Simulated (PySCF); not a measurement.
# H2Pb: script and output

Input:

```python
from pyscf import gto, scf
from scipy.optimize import minimize

mol = gto.M(
    atom='Pb 0 0 -0.0125; H 1.3046 0 1.289; H -1.3046 0 1.289',
    basis='lanl2dz',
    ecp={'Pb': 'lanl2dz'},
    charge=0,
    spin=0,
    verbose=4,
)
mf = scf.RHF(mol)
mf.kernel()
g = mf.nuc_grad_method()
scan = g.as_scanner()
def energy_and_gradient(x):
    e, de = scan(mol.set_geom_(x.reshape(-1, 3), unit='bohr', inplace=False))
    print('step: E =', e, ' geometry (angstrom) =', (x*0.529177210903).round(5).tolist())
    return e, de.ravel()
res = minimize(energy_and_gradient, mol.atom_coords().ravel(), jac=True, method='BFGS', options={'gtol': 3e-4, 'maxiter': 30})
print(res.message)
mol_eq = mol.set_geom_(res.x.reshape(-1, 3), unit='bohr', inplace=False)
print('optimised geometry (angstrom)')
print(mol_eq.tostring('raw'))
print('orbital energies (hartree):', mf.mo_energy[..., max(0, mol.nelec[1]-3):mol.nelec[0]+3].round(4))
```

```bash
$ OMP_NUM_THREADS=1 python input.py
```

It prints (some set-up lines and the per-cycle HOMO/LUMO lines with their warnings removed):

```
PySCF version 2.14.0

[INPUT] verbose = 4
[INPUT] num. atoms = 3
[INPUT] num. electrons = 6
[INPUT] charge = 0
[INPUT] spin (= nelec alpha-beta = 2S) = 0
[INPUT] symmetry False subgroup None
[INPUT] Mole.unit = angstrom
[INPUT] Symbol           X                Y                Z      unit          X                Y                Z       unit  Magmom
[INPUT]  1 Pb     0.000000000000   0.000000000000  -0.012500000000 AA    0.000000000000   0.000000000000  -0.023621576557 Bohr   0.0
[INPUT]  2 H      1.304600000000   0.000000000000   1.289000000000 AA    2.465336702108   0.000000000000   2.435856974564 Bohr   0.0
[INPUT]  3 H     -1.304600000000   0.000000000000   1.289000000000 AA   -2.465336702108   0.000000000000   2.435856974564 Bohr   0.0

nuclear repulsion = 2.50009629967715
number of shells = 8
number of NR pGTOs = 20
number of NR cGTOs = 12
basis = lanl2dz
ecp = {'Pb': 'lanl2dz'}

******** <class 'pyscf.scf.hf.RHF'> ********
method = RHF
initial guess = minao
damping factor = 0
level_shift factor = 0
DIIS = <class 'pyscf.scf.diis.CDIIS'>
diis_start_cycle = 1
diis_space = 8
diis_damp = 0
SCF conv_tol = 1e-09
SCF conv_tol_grad = None
SCF max_cycles = 50
direct_scf = True
direct_scf_tol = 1e-13
Set gradient conv threshold to 3.16228e-05
Initial guess from minao.
init E= -1.36279496069289
cycle= 1 E= -4.4265930857456  delta_E= -3.06  |g|= 0.277  |ddm|= 2.55
cycle= 2 E= -4.44882194940373  delta_E= -0.0222  |g|= 0.0249  |ddm|= 0.369
cycle= 3 E= -4.44923507239483  delta_E= -0.000413  |g|= 0.00535  |ddm|= 0.0613
cycle= 4 E= -4.44926781537976  delta_E= -3.27e-05  |g|= 0.00083  |ddm|= 0.022
cycle= 5 E= -4.44926881729851  delta_E= -1e-06  |g|= 0.000122  |ddm|= 0.00423
cycle= 6 E= -4.44926883742554  delta_E= -2.01e-08  |g|= 6e-06  |ddm|= 0.000561
cycle= 7 E= -4.44926883745317  delta_E= -2.76e-11  |g|= 4.61e-07  |ddm|= 1.4e-05
Extra cycle  E= -4.44926883745337  delta_E= -1.98e-13  |g|= 1.39e-07  |ddm|= 1.31e-06
converged SCF energy = -4.44926883745337
Create scanner for <class 'pyscf.grad.rhf.Gradients'>
Create scanner for <class 'pyscf.scf.hf.RHF'>

WARN: Mole.unit (angstrom) is changed to bohr

New geometry
   1 Pb     0.000000000000   0.000000000000  -0.012500000000 AA    0.000000000000   0.000000000000  -0.023621576557 Bohr
   2 H      1.304600000000   0.000000000000   1.289000000000 AA    2.465336702108   0.000000000000   2.435856974564 Bohr
   3 H     -1.304600000000   0.000000000000   1.289000000000 AA   -2.465336702108   0.000000000000   2.435856974564 Bohr

******** <class 'pyscf.scf.hf.RHF_Scanner'> ********
method = RHF_Scanner
initial guess = minao
damping factor = 0
level_shift factor = 0
DIIS = <class 'pyscf.scf.diis.CDIIS'>
diis_start_cycle = 1
diis_space = 8
diis_damp = 0
SCF conv_tol = 1e-09
SCF conv_tol_grad = None
SCF max_cycles = 50
direct_scf = True
direct_scf_tol = 1e-13
Set gradient conv threshold to 3.16228e-05
init E= -4.44926883745337
cycle= 1 E= -4.44926883745339  delta_E= -1.87e-14  |g|= 4.33e-08  |ddm|= 4.09e-07
Extra cycle  E= -4.44926883745339  delta_E= -1.78e-15  |g|= 1.36e-08  |ddm|= 1.3e-07
converged SCF energy = -4.44926883745339

******** <class 'pyscf.grad.rhf.Gradients_Scanner'> for <class 'pyscf.scf.hf.RHF_Scanner'> ********
unit = Eh/Bohr
--------------- RHF_Scanner gradients ---------------
         x                y                z
0 Pb     0.0000000000     0.0000000000    -0.0100924943
1 H     0.0036408867    -0.0000000000     0.0050462472
2 H    -0.0036408867     0.0000000000     0.0050462472
----------------------------------------------
step: E = -4.449268837453391  geometry (angstrom) = [0.0, 0.0, -0.0125, 1.3046, 0.0, 1.289, -1.3046, 0.0, 1.289]

WARN: Mole.unit (angstrom) is changed to bohr

New geometry
   1 Pb    -0.000000000000  -0.000000000000  -0.007159282007 AA   -0.000000000000  -0.000000000000  -0.013529082242 Bohr
   2 H      1.302673325735   0.000000000000   1.286329641004 AA    2.461695815415   0.000000000000   2.430810727407 Bohr
   3 H     -1.302673325735  -0.000000000000   1.286329641004 AA   -2.461695815415  -0.000000000000   2.430810727407 Bohr

******** <class 'pyscf.scf.hf.RHF_Scanner'> ********
method = RHF_Scanner
initial guess = minao
damping factor = 0
level_shift factor = 0
DIIS = <class 'pyscf.scf.diis.CDIIS'>
diis_start_cycle = 1
diis_space = 8
diis_damp = 0
SCF conv_tol = 1e-09
SCF conv_tol_grad = None
SCF max_cycles = 50
direct_scf = True
direct_scf_tol = 1e-13
Set gradient conv threshold to 3.16228e-05
init E= -4.45206348486433
cycle= 1 E= -4.44942820677865  delta_E= 0.00264  |g|= 0.00111  |ddm|= 0.00522
cycle= 2 E= -4.4494289591607  delta_E= -7.52e-07  |g|= 0.000141  |ddm|= 0.00191
cycle= 3 E= -4.44942897858065  delta_E= -1.94e-08  |g|= 3.35e-05  |ddm|= 0.000405
cycle= 4 E= -4.44942897999159  delta_E= -1.41e-09  |g|= 4.9e-06  |ddm|= 0.000132
cycle= 5 E= -4.44942898002455  delta_E= -3.3e-11  |g|= 5.45e-07  |ddm|= 2.35e-05
Extra cycle  E= -4.44942898002485  delta_E= -3.06e-13  |g|= 1.79e-07  |ddm|= 1.72e-06
converged SCF energy = -4.44942898002485

******** <class 'pyscf.grad.rhf.Gradients_Scanner'> for <class 'pyscf.scf.hf.RHF_Scanner'> ********
unit = Eh/Bohr
--------------- RHF_Scanner gradients ---------------
         x                y                z
0 Pb     0.0000000000    -0.0000000000    -0.0079298019
1 H     0.0028585888    -0.0000000000     0.0039649010
2 H    -0.0028585888     0.0000000000     0.0039649010
----------------------------------------------
step: E = -4.449428980024853  geometry (angstrom) = [-0.0, -0.0, -0.00716, 1.30267, 0.0, 1.28633, -1.30267, -0.0, 1.28633]

WARN: Mole.unit (angstrom) is changed to bohr

New geometry
   1 Pb    -0.000000000000   0.000000000000   0.005106877630 AA   -0.000000000000   0.000000000000   0.009650600073 Bohr
   2 H      1.298251537283   0.000000000000   1.280196561185 AA    2.453339846261   0.000000000000   2.419220886249 Bohr
   3 H     -1.298251537283  -0.000000000000   1.280196561185 AA   -2.453339846261  -0.000000000000   2.419220886249 Bohr

******** <class 'pyscf.scf.hf.RHF_Scanner'> ********
method = RHF_Scanner
initial guess = minao
damping factor = 0
level_shift factor = 0
DIIS = <class 'pyscf.scf.diis.CDIIS'>
diis_start_cycle = 1
diis_space = 8
diis_damp = 0
SCF conv_tol = 1e-09
SCF conv_tol_grad = None
SCF max_cycles = 50
direct_scf = True
direct_scf_tol = 1e-13
Set gradient conv threshold to 3.16228e-05
init E= -4.45569967694375
cycle= 1 E= -4.44964451399381  delta_E= 0.00606  |g|= 0.00256  |ddm|= 0.0121
cycle= 2 E= -4.44964844557421  delta_E= -3.93e-06  |g|= 0.000324  |ddm|= 0.00432
cycle= 3 E= -4.44964854706056  delta_E= -1.01e-07  |g|= 7.58e-05  |ddm|= 0.000923
cycle= 4 E= -4.44964855421718  delta_E= -7.16e-09  |g|= 1.08e-05  |ddm|= 0.0003
cycle= 5 E= -4.44964855437463  delta_E= -1.57e-10  |g|= 1.19e-06  |ddm|= 5.23e-05
Extra cycle  E= -4.44964855437608  delta_E= -1.45e-12  |g|= 3.88e-07  |ddm|= 3.81e-06
converged SCF energy = -4.44964855437608

******** <class 'pyscf.grad.rhf.Gradients_Scanner'> for <class 'pyscf.scf.hf.RHF_Scanner'> ********
unit = Eh/Bohr
--------------- RHF_Scanner gradients ---------------
         x                y                z
0 Pb    -0.0000000000     0.0000000000    -0.0028118917
1 H     0.0009701279    -0.0000000000     0.0014059458
2 H    -0.0009701279     0.0000000000     0.0014059458
----------------------------------------------
step: E = -4.449648554376077  geometry (angstrom) = [-0.0, 0.0, 0.00511, 1.29825, 0.0, 1.2802, -1.29825, -0.0, 1.2802]

WARN: Mole.unit (angstrom) is changed to bohr

New geometry
   1 Pb    -0.000000000000   0.000000000000   0.011795053299 AA   -0.000000000000   0.000000000000   0.022289420360 Bohr
   2 H      1.295876098829   0.000000000000   1.276852473350 AA    2.448850918156   0.000000000000   2.412901476106 Bohr
   3 H     -1.295876098829  -0.000000000000   1.276852473350 AA   -2.448850918156  -0.000000000000   2.412901476106 Bohr

******** <class 'pyscf.scf.hf.RHF_Scanner'> ********
method = RHF_Scanner
initial guess = minao
damping factor = 0
level_shift factor = 0
DIIS = <class 'pyscf.scf.diis.CDIIS'>
diis_start_cycle = 1
diis_space = 8
diis_damp = 0
SCF conv_tol = 1e-09
SCF conv_tol_grad = None
SCF max_cycles = 50
direct_scf = True
direct_scf_tol = 1e-13
Set gradient conv threshold to 3.16228e-05
init E= -4.45296568473566
cycle= 1 E= -4.44967741343203  delta_E= 0.00329  |g|= 0.00139  |ddm|= 0.00665
cycle= 2 E= -4.44967856204107  delta_E= -1.15e-06  |g|= 0.000176  |ddm|= 0.00231
cycle= 3 E= -4.44967859182466  delta_E= -2.98e-08  |g|= 4.09e-05  |ddm|= 0.000498
cycle= 4 E= -4.4496785939046  delta_E= -2.08e-09  |g|= 5.71e-06  |ddm|= 0.000163
cycle= 5 E= -4.44967859394888  delta_E= -4.43e-11  |g|= 6.26e-07  |ddm|= 2.81e-05
Extra cycle  E= -4.44967859394928  delta_E= -4.01e-13  |g|= 2.03e-07  |ddm|= 2.02e-06
converged SCF energy = -4.44967859394928

******** <class 'pyscf.grad.rhf.Gradients_Scanner'> for <class 'pyscf.scf.hf.RHF_Scanner'> ********
unit = Eh/Bohr
--------------- RHF_Scanner gradients ---------------
         x                y                z
0 Pb     0.0000000000     0.0000000000     0.0000632350
1 H    -0.0001110048     0.0000000000    -0.0000316175
2 H     0.0001110048    -0.0000000000    -0.0000316175
----------------------------------------------
step: E = -4.449678593949279  geometry (angstrom) = [-0.0, 0.0, 0.0118, 1.29588, 0.0, 1.27685, -1.29588, -0.0, 1.27685]
Optimization terminated successfully.

WARN: Mole.unit (angstrom) is changed to bohr

New geometry
   1 Pb    -0.000000000000   0.000000000000   0.011795053299 AA   -0.000000000000   0.000000000000   0.022289420360 Bohr
   2 H      1.295876098829   0.000000000000   1.276852473350 AA    2.448850918156   0.000000000000   2.412901476106 Bohr
   3 H     -1.295876098829  -0.000000000000   1.276852473350 AA   -2.448850918156  -0.000000000000   2.412901476106 Bohr
optimised geometry (angstrom)
Pb         -0.00000000        0.00000000        0.01179505
H           1.29587610        0.00000000        1.27685247
H          -1.29587610       -0.00000000        1.27685247
orbital energies (hartree): [-0.6436 -0.3869 -0.3211 -0.0025  0.1245  0.1789]
```

In short: E(SCF) = -4.449269 Eh, 7 cycles.

It ran on Arm Neoverse N1 (1 thread, shared host) in 1.8 s.

The last line lists the levels of the start geometry.
